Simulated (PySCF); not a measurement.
Species: C8H10Si.
SMILES with atom numbers: `[CH:1]#[C:2][SiH2:3][C:4]#[C:5][CH:6]1[CH2:7][CH2:8][CH2:9]1` (hydrogens: H10 on C1; H11, H12 on Si3; H13 on C6; H14, H15 on C7; H16, H17 on C8; H18, H19 on C9)

Cartesian coordinates in Å at the PBE0-D3(BJ)/def2-SVP level; atoms count from 1:
```
atom  x, y, z in Å
C1     4.5678    0.0129    1.1478
C2     3.8383   -0.7006    0.4855
Si3    2.7383   -1.7803   -0.5131
C4     1.0316   -1.1422   -0.4738
C5    -0.1088   -0.7094   -0.4364
C6    -1.4482   -0.1668   -0.3674
C7    -1.6898    1.3170   -0.7515
C8    -2.7146    1.4011    0.3934
C9    -2.0671    0.1531    1.0191
H10    5.2137    0.6438    1.7326
H11    2.7821   -3.1595    0.0520
H12    3.2423   -1.8116   -1.9161
H13   -2.1332   -0.8149   -0.9403
H14   -0.7932    1.9196   -0.5450
H15   -2.0254    1.5199   -1.7787
H16   -3.7364    1.1942    0.0397
H17   -2.7349    2.3216    0.9942
H18   -2.7165   -0.6129    1.4669
H19   -1.2798    0.4173    1.7403
```

Level: wB97X-D/def2-SVPD in PySCF, non-relativistic, on one gas-phase PBE0-D3(BJ)/def2-SVP geometry that isn't relaxed in the solvent. The solvent is an IEF-PCM continuum (cavity from Bondi-type radii × 1.2), and excitations are vertical TDDFT with non-equilibrium linear response and a frozen core. The model holds no explicit solvent molecules, cavitation or dispersion.

Gas-phase singlets (H = HOMO, L = LUMO):

```json
{"state": "S1", "E (eV)": "5.772", "λ (nm)": "215", "f": "0.000", "leading configuration": "H-1→L 37%"}
{"state": "S2", "E (eV)": "5.969", "λ (nm)": "208", "f": "0.002", "leading configuration": "H→L+1 30%"}
{"state": "S3", "E (eV)": "6.000", "λ (nm)": "207", "f": "0.008", "leading configuration": "H→L 35%"}
{"state": "S4", "E (eV)": "6.044", "λ (nm)": "205", "f": "0.000", "leading configuration": "H-2→L+1 42%"}
{"state": "S5", "E (eV)": "6.270", "λ (nm)": "198", "f": "0.009", "leading configuration": "H-3→L+1 30%"}
```

Task: Give the list for acetone (ε = 20.49), n² = 1.85.

Result: 
| state | E (eV) | λ (nm) | f | leading configuration | change by rank (eV) |
| --- | --- | --- | --- | --- | --- |
| S1 | 5.810 | 213 | 0.000 | H-1→L 36% | +0.038 |
| S2 | 6.003 | 207 | 0.003 | H→L+1 32% | +0.034 |
| S3 | 6.023 | 206 | 0.011 | H→L 35% | +0.023 |
| S4 | 6.101 | 203 | 0.000 | H-2→L+1 47% | +0.057 |
| S5 | 6.323 | 196 | 0.014 | H-3→L+1 31% | +0.053 |

Task: How do the frontier levels move from gas to acetone?

Result: 
| orbital | gas (eV) | solvent (eV) | change (eV) |
| --- | --- | --- | --- |
| LUMO+2 | 1.99 | 1.91 | -0.08 |
| LUMO+1 | 1.52 | 1.36 | -0.16 |
| LUMO | 1.47 | 1.32 | -0.15 |
| HOMO | -9.42 | -9.56 | -0.14 |
| HOMO-1 | -9.50 | -9.63 | -0.13 |
| HOMO-2 | -10.07 | -10.29 | -0.22 |
| HOMO-3 | -10.21 | -10.44 | -0.23 |

The HOMO–LUMO gap goes from 10.89 to 10.88 eV.
